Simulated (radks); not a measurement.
The numbers below are computed, except where a source is named.
Problem. Excited configurations of Au2+: one electron is placed in a higher orbital outside [Xe] 4f14 5d8. The ground configuration is [Xe] 4f14 5d9. Code: a radial shooting solver on a logarithmic mesh with Libxc functionals. Model: Dirac Kohn-Sham, BLYP, spin-unpolarised, spherical densities, finite nucleus; open shells fill j = l - 1/2 first; Fermi nuclear charge, rms radius 5.4371 fm. Excitation = E - E(ground); binding = E(ion) - E, where the ion is the core of charge +3; n* = 3/sqrt(2 binding) in atomic units, and the quantum defect is n - n*.

| outer orbital | excitation (eV) | binding (eV) | n* | quantum defect | eigenvalue (eV) | <r> (bohr) |
|---|---|---|---|---|---|---|
| 6s1/2 | 4.261 | 28.703 | 2.065 | 3.935 | -24.117 | 2.392 |
| 6p1/2 | 11.556 | 21.407 | 2.392 | 3.608 | -17.497 | 2.820 |
| 6d3/2 | 21.333 | 11.630 | 3.245 | 2.755 | -9.309 | 4.455 |
| 6f5/2 | 27.300 | 5.663 | 4.650 | 1.350 | -4.570 | 8.933 |
| 7s1/2 | 20.498 | 12.466 | 3.134 | 3.866 | -10.582 | 5.062 |
| 7p1/2 | 22.632 | 10.332 | 3.443 | 3.557 | -8.747 | 5.831 |
| 7f5/2 | 28.935 | 4.028 | 5.514 | 1.486 | -3.354 | 13.65 |

Estimate the row for 5f5/2.

Solution. excitation (eV) 24.710; binding (eV) 8.254; n* 3.852; quantum defect 1.148; eigenvalue (eV) -6.247; <r> (bohr) 5.150. The Delta-SCF ionisation energy is 32.964 eV (NIST Atomic Spectra Database: 30 eV, theoretical). Self-interaction in the functional shifts the binding energies and quantum defects, so they are the method's values and not measured ones. Spin polarisation and multiplet splitting are left out, so open shells lie too high by an amount that depends on their filling.

Beside tabulated values, note that spin-unpolarised runs miss the spin-polarisation part of the exchange energy of open shells.
